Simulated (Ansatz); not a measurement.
Gas-phase electronic energies from Ansatz, PBE0-D4/def2-TZVP geometries. CCSD(T)/CBS is the MP2 limit (def2-TZVPP, def2-QZVPP) plus CCSD(T) − MP2 in def2-TZVPP, frozen cores. This one scheme is used for every species. DFT in def2-TZVPP. Elements past krypton have def2 core potentials. For Nb outer-core shells are correlated without core-valence functions, which leaves a few kJ/mol of doubt a bond.

Consider the ligand exchange at the Nb–Cl bond: `[S]=[Nb]([Cl])([Cl])[Cl]` + H–F → `[F][Nb](=[S])([Cl])[Cl]` + HCl.

`[S]=[Nb]([Cl])([Cl])[Cl]`:

Cartesian coordinates in Å:
```
S -1.521 1.003 1.070
Nb 0.002 -0.001 -0.001
Cl -0.957 -1.679 -1.175
Cl 0.985 1.491 -1.387
Cl 1.492 -0.814 1.494
```

H–F:

```xyz
2

F     0.202    0.102    0.401
H    -0.202   -0.102   -0.401
```

`[F][Nb](=[S])([Cl])[Cl]`:

Cartesian coordinates in Å:
```
F 0.809 -0.684 -1.614
Nb 0.036 -0.029 -0.073
S -0.070 -1.612 1.333
Cl 1.295 1.626 0.824
Cl -2.071 0.700 -0.471
```

HCl:

Z-matrix (Å, degrees):
```
Cl
H 1 1.279
```

| level | ΔE (eV) |
| --- | --- |
| LDA (SPW92) | -0.07 |
| PBE0-D4 | -0.02 |

Question: What does CCSD(T)/CBS give? (Best estimate.)

Answer: Ansatz gave: +0.05 eV. The listed levels differ from it by -0.12, -0.07 eV.

Largest T1 diagnostic among the species: 0.022, so the coupled-cluster value is less sure than usual.

In def2-TZVPP, CCSD(T) changes the Hartree–Fock value by +0.15 eV (the triples alone add +0.04 eV) and MP2 by +0.36 eV. Leaving LDA and LC-ωPBE aside and taking each functional with its dispersion term where it has one, the values, not all of them listed here, spread over 0.24 eV, from ωB97X-V to PBE-QIDH. LDA lies +0.05 eV from PBE without D4. At CCSD(T), def2-SVP lies −0.17 eV from the extrapolated value and def2-TZVPP −0.04 eV.
